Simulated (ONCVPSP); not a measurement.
**PBE ONCV dataset for thallium, scalar-relativistic all-electron reference.**

The input file (ONCVPSP 4.0.1):

```
# ATOM AND REFERENCE CONFIGURATION
# atsym  z   nc   nv     iexc    psfile
  Tl 81.00   10    5        4      upf
#
#   n    l    f
    1    0    2.00
    2    0    2.00
    2    1    6.00
    3    0    2.00
    3    1    6.00
    3    2   10.00
    4    0    2.00
    4    1    6.00
    4    2   10.00
    4    3   14.00
    5    0    2.00
    5    1    6.00
    5    2   10.00
    6    0    2.00
    6    1    0.50
#
# PSEUDOPOTENTIAL AND OPTIMIZATION
# lmax
    2
#
#   l,   rc,      ep,       ncon, nbas, qcut
    0    1.60    0.00    4    9    7.20
    1    1.55    0.00    4    7   10.90
    2    1.85    0.00    3    8    9.10
#
# LOCAL POTENTIAL
# lloc, lpopt,  rc(5),   dvloc0
    4    5    1.35    0.00
#
# VANDERBILT-KLEINMAN-BYLANDER PROJECTORs
# l, nproj, debl
    0    2    1.50
    1    2    2.90
    2    2    0.40
#
# MODEL CORE CHARGE
# icmod, fcfact, rcfact
    3    5.25    1.50
#
# LOG DERIVATIVE ANALYSIS
# epsh1, epsh2, depsh
   -6.00    5.00    0.04
#
# OUTPUT GRID
# rlmax, drl
    6.00    0.01
#
# TEST CONFIGURATIONS
# ncnf
    4
# nvcnf
#   n    l    f
    5
    5    0    2.00
    5    1    6.00
    5    2   10.00
    6    0    2.00
    6    1    1.00
#
    5
    5    0    2.00
    5    1    6.00
    5    2   10.00
    6    0    2.00
    6    1    0.00
#
    5
    5    0    2.00
    5    1    6.00
    5    2   10.00
    6    0    1.00
    6    1    0.00
#
    5
    5    0    2.00
    5    1    6.00
    5    2    9.00
    6    0    0.00
    6    1    0.00
#
```

Command:

```bash
oncvpsp.x < Tl.dat > Tl.out
```

Resulting log (shortened: citation, most of the input echo, consistency checks and plot data are left out):

```
ONCVPSP  (Optimized Norm-Conservinng Vanderbilt PSeudopotential)
scalar-relativistic version 4.0.1

#   n    l    f        energy (Ha)
    1    0    2.00    -3.1472923E+03
    2    0    2.00    -5.6046351E+02
    2    1    6.00    -4.8196295E+02
    3    0    2.00    -1.3387349E+02
    3    1    6.00    -1.1128553E+02
    3    2   10.00    -8.7913623E+01
    4    0    2.00    -2.9977384E+01
    4    1    6.00    -2.2575168E+01
    4    2   10.00    -1.3906985E+01
    4    3   14.00    -4.3155054E+00
    5    0    2.00    -4.9394387E+00
    5    1    6.00    -2.9219499E+00
    5    2   10.00    -6.9432278E-01
    6    0    2.00    -4.6836773E-01
    6    1    0.50    -1.8794402E-01

Reference configufation results
  iterations    25
  all-electron total energy (Ha)   -2.02458772D+04

Begin loop to  construct optimized pseudo wave functions
and semi-local pseudopoentials for all angular momenta

Calculating optimized projector #   1

 for l=   0

    Fraction of norm inside rc  0.983873
    Optimizing pswf for qcut=   7.19 a_B^-1,  ecut=  25.85 Ha
    Residual kinetic energy error=  1.62D-05 Ha

    Energy error per electron        Cutoff
         Ha          eV             Ha
         0.01000     0.27211        9.29
         0.00100     0.02721       18.76
         0.00010     0.00272       22.66
         0.00001     0.00027       34.56

Calculating optimized projector #   2

 for l=   0

    Fraction of norm inside rc  0.136009
    Optimizing pswf for qcut=   7.19 a_B^-1,  ecut=  25.85 Ha
    Residual kinetic energy error=  5.47D-05 Ha

    Energy error per electron        Cutoff
         Ha          eV             Ha
         0.01000     0.27211        8.10
         0.00100     0.02721       19.72
         0.00010     0.00272       24.50
         0.00001     0.00027       72.30

Calculating optimized projector #   1

 for l=   1

    Fraction of norm inside rc  0.931962
    Optimizing pswf for qcut=  10.91 a_B^-1,  ecut=  59.52 Ha
    Residual kinetic energy error=  9.63D-08 Ha

    Energy error per electron        Cutoff
         Ha          eV             Ha
         0.01000     0.27211       23.68
         0.00100     0.02721       34.67
         0.00010     0.00272       42.34
         0.00001     0.00027       48.36

Calculating optimized projector #   2

 for l=   1

    Fraction of norm inside rc  0.033950
    Optimizing pswf for qcut=  10.91 a_B^-1,  ecut=  59.52 Ha
    Residual kinetic energy error=  1.29D-08 Ha

    Energy error per electron        Cutoff
         Ha          eV             Ha
         0.01000     0.27211       10.10
         0.00100     0.02721       26.85
         0.00010     0.00272       37.39
         0.00001     0.00027       45.13

WARNING wellstate: negative energy specified for n= 6 l=  2
WARNING scattering state with energy  0.25000000
WARNING will be used for the first projector

   Wellstate for l =  2  n =  6
     eigenvalue =   0.2500
     asymptotic potential =   0.7500
     half-point radius =  5.1763

Calculating optimized projector #   1

 for l=   2

    Fraction of norm inside rc  0.825470
    Optimizing pswf for qcut=   9.10 a_B^-1,  ecut=  41.37 Ha
    Residual kinetic energy error=  3.24D-09 Ha

    Energy error per electron        Cutoff
         Ha          eV             Ha
         0.01000     0.27211       18.90
         0.00100     0.02721       24.06
         0.00010     0.00272       28.52
         0.00001     0.00027       32.47

Calculating optimized projector #   2

 for l=   2

    Fraction of norm inside rc  0.063607
    Optimizing pswf for qcut=   9.10 a_B^-1,  ecut=  41.37 Ha
    Residual kinetic energy error=  7.07D-10 Ha

    Energy error per electron        Cutoff
         Ha          eV             Ha
         0.01000     0.27211       14.53
         0.00100     0.02721       20.41
         0.00010     0.00272       25.44
         0.00001     0.00027       29.78

Construct Vanderbilt / Kleinmman-Bylander projectors

B matrix Hermiticity error, ll=   0
   1   2    9.9219E-04

  Orthonormal projector coefficients  9.1192E+00  1.6406E+00

B matrix Hermiticity error, ll=   1
   1   2    3.4519E-04

  Orthonormal projector coefficients  8.8859E+00  1.0526E+00

B matrix Hermiticity error, ll=   2
   1   2    9.9917E-05

  Orthonormal projector coefficients  2.6460E+00  2.8016E-01

Model core correction analysis
  based on d2Exc/dn_idn_j

d2excae - all-electron derivatives

   -3.088894D-02   -2.649192D-02   -1.477210D-02   -1.979479D-03
   -9.909830D-04
   -2.649198D-02   -2.576503D-02   -1.769316D-02   -2.708873D-03
   -1.021922D-03
   -1.477218D-02   -1.769321D-02   -1.860049D-02   -9.218162D-03
   -3.980992D-03
   -1.979431D-03   -2.708680D-03   -9.217454D-03   -2.483756D-02
   -2.028892D-02
   -9.909838D-04   -1.021836D-03   -3.980168D-03   -2.028873D-02
   -2.819301D-02

d2excps - pseudofunction derivatives with no core correction

   -5.765836D-02   -3.394514D-02   -1.669066D-02   -4.955798D-03
   -1.529115D-03
   -3.394626D-02   -3.151937D-02   -2.003749D-02   -3.403643D-03
   -1.372358D-03
   -1.669062D-02   -2.003764D-02   -1.960861D-02   -9.418550D-03
   -4.122016D-03
   -4.958644D-03   -3.403481D-03   -9.417838D-03   -2.515769D-02
   -2.033744D-02
   -1.529229D-03   -1.372290D-03   -4.121191D-03   -2.033725D-02
   -2.821746D-02

rms 2nd derivative error    5.999844E-03

rmatch, rhocmatch    0.7450   24.9102

Teter function model core charge with specified parameters

d2excps - pseudofunction derivatives with core correction

   -2.541601D-02   -2.037675D-02   -1.185872D-02   -2.059100D-03
   -7.994493D-04
   -2.037672D-02   -2.176718D-02   -1.590293D-02   -2.570768D-03
   -9.084141D-04
   -1.185869D-02   -1.590292D-02   -1.764404D-02   -9.201289D-03
   -3.949853D-03
   -2.059047D-03   -2.570578D-03   -9.200577D-03   -2.482950D-02
   -2.027528D-02
   -7.994383D-04   -9.083238D-04   -3.949028D-03   -2.027509D-02
   -2.818764D-02

rms 2nd derivative error    2.409825E-03

Pseudoatom total energy -175.356867

Diagnostic tests using Vanderbilt-Kleinman-Bylander pseudopotentials
  1 or more projectors used as specified by nproj input data

   l    rcore       rmatch      e in        delta e   norm test  slope test

   0   1.6020527   1.6506945  -4.9394387   0.0000082   1.0003075   1.0002747
   0   1.6020527   1.6506945  -0.4683677   0.0000048   1.0000557   1.0000411

   1   1.5548443   1.6020527  -2.9219499   0.0000128   1.0002203   1.0002249
   1   1.5548443   1.6020527  -0.1879440   0.0000074   1.0000801   1.0000574

   2   1.8604856   1.9169740  -0.6943228   0.0000027   1.0001327   1.0001501
   2   1.8604856   1.9169740   0.2500000   0.0000219   1.0002933   1.0002933

 Testing for bound ghosts
   n   l    E NL Schr. Eq   E Basis Diag.   E Cutoff

   1   0       -4.939431       -4.939430    137.21
   2   0       -0.468363       -0.447355    137.21

   2   1       -2.921937       -2.921936     92.83
   3   1       -0.187937       -0.080009     92.83

   3   2       -0.694320       -0.694189     99.78

 Testing for highly-localized positive-energy ghosts
       l    <radius>/rc     E Basis Diag.   E Cutoff

Test configuration 0

   n   l     f        eae           eps        diff
   1   0  2.0000-3147.29229679
   2   0  2.0000 -560.46350720
   2   1  6.0000 -481.96294521
   3   0  2.0000 -133.87348781
   3   1  6.0000 -111.28553127
   3   2 10.0000  -87.91362332
   4   0  2.0000  -29.97738399
   4   1  6.0000  -22.57516819
   4   2 10.0000  -13.90698472
   4   3 14.0000   -4.31550535
   5   0  2.0000   -4.93943874   -4.93943052    8.22D-06
   5   1  6.0000   -2.92194989   -2.92193709    1.28D-05
   5   2 10.0000   -0.69432278   -0.69432010    2.68D-06
   6   0  2.0000   -0.46836773   -0.46836296    4.77D-06
   6   1  0.5000   -0.18794402   -0.18793666    7.36D-06

    Total energies and differences
      AE_ref= -2.02458772D+04  AE_tst= -2.02458772D+04  dif=  0.00D+00
      PS_ref= -1.75356867D+02  PS_tst= -1.75356867D+02  dif=  5.68D-14
      PSP excitation error= -5.68D-14

Test configuration 1

   n   l     f        eae           eps        diff
   1   0  2.0000-3147.16675197
   2   0  2.0000 -560.33830978
   2   1  6.0000 -481.83771902
   3   0  2.0000 -133.74832276
   3   1  6.0000 -111.16036230
   3   2 10.0000  -87.78847694
   4   0  2.0000  -29.85220981
   4   1  6.0000  -22.44999218
   4   2 10.0000  -13.78181525
   4   3 14.0000   -4.19033711
   5   0  2.0000   -4.81419271   -4.81421189   -1.92D-05
   5   1  6.0000   -2.79651690   -2.79650189    1.50D-05
   5   2 10.0000   -0.56909593   -0.56909513    7.99D-07
   6   0  2.0000   -0.35081799   -0.35081781    1.79D-07
   6   1  1.0000   -0.08711200   -0.08710637    5.63D-06

    Total energies and differences
      AE_ref= -2.02458772D+04  AE_tst= -2.02459454D+04  dif= -6.81D-02
      PS_ref= -1.75356867D+02  PS_tst= -1.75425006D+02  dif= -6.81D-02
      PSP excitation error=  2.96D-05

Test configuration 2

   n   l     f        eae           eps        diff
   1   0  2.0000-3147.43528570
   2   0  2.0000 -560.60588505
   2   1  6.0000 -482.10536992
   3   0  2.0000 -134.01579520
   3   1  6.0000 -111.42784467
   3   2 10.0000  -88.05590087
   4   0  2.0000  -30.11968699
   4   1  6.0000  -22.71747031
   4   2 10.0000  -14.04927118
   4   3 14.0000   -4.45778222
   5   0  2.0000   -5.08175107   -5.08178110   -3.00D-05
   5   1  6.0000   -3.06448956   -3.06449520   -5.64D-06
   5   2 10.0000   -0.83623368   -0.83622453    9.14D-06
   6   0  2.0000   -0.59935124   -0.59934820    3.03D-06

    Total energies and differences
      AE_ref= -2.02458772D+04  AE_tst= -2.02457555D+04  dif=  1.22D-01
      PS_ref= -1.75356867D+02  PS_tst= -1.75235034D+02  dif=  1.22D-01
      PSP excitation error= -5.53D-05

Test configuration 3

   n   l     f        eae           eps        diff
   1   0  2.0000-3147.82865530
   2   0  2.0000 -560.99584241
   2   1  6.0000 -482.49539932
   3   0  2.0000 -134.40598825
   3   1  6.0000 -111.81804434
   3   2 10.0000  -88.44588279
   4   0  2.0000  -30.51004359
   4   1  6.0000  -23.10776652
   4   2 10.0000  -14.43941547
   4   3 14.0000   -4.84785571
   5   0  2.0000   -5.47169460   -5.47482164   -3.13D-03
   5   1  6.0000   -3.45463327   -3.45514431   -5.11D-04
   5   2 10.0000   -1.21852848   -1.21832328    2.05D-04
   6   0  1.0000   -0.93243611   -0.93285899   -4.23D-04

    Total energies and differences
      AE_ref= -2.02458772D+04  AE_tst= -2.02449918D+04  dif=  8.85D-01
      PS_ref= -1.75356867D+02  PS_tst= -1.74470921D+02  dif=  8.86D-01
      PSP excitation error= -5.14D-04

Test configuration 4

   n   l     f        eae           eps        diff
   1   0  2.0000-3148.88890404
   2   0  2.0000 -562.05383327
   2   1  6.0000 -483.55355100
   3   0  2.0000 -135.45994480
   3   1  6.0000 -112.87197348
   3   2 10.0000  -89.50030509
   4   0  2.0000  -31.56060413
   4   1  6.0000  -24.15789412
   4   2 10.0000  -15.48906489
   4   3 14.0000   -5.89628502
   5   0  2.0000   -6.50381315   -6.51224087   -8.43D-03
   5   1  6.0000   -4.47365042   -4.47570536   -2.05D-03
   5   2  9.0000   -2.18481842   -2.18488429   -6.59D-05

    Total energies and differences
      AE_ref= -2.02458772D+04  AE_tst= -2.02419810D+04  dif=  3.90D+00
      PS_ref= -1.75356867D+02  PS_tst= -1.71458420D+02  dif=  3.90D+00
      PSP excitation error= -2.17D-03
```

The run took about 7 s on one core of a shared server CPU.
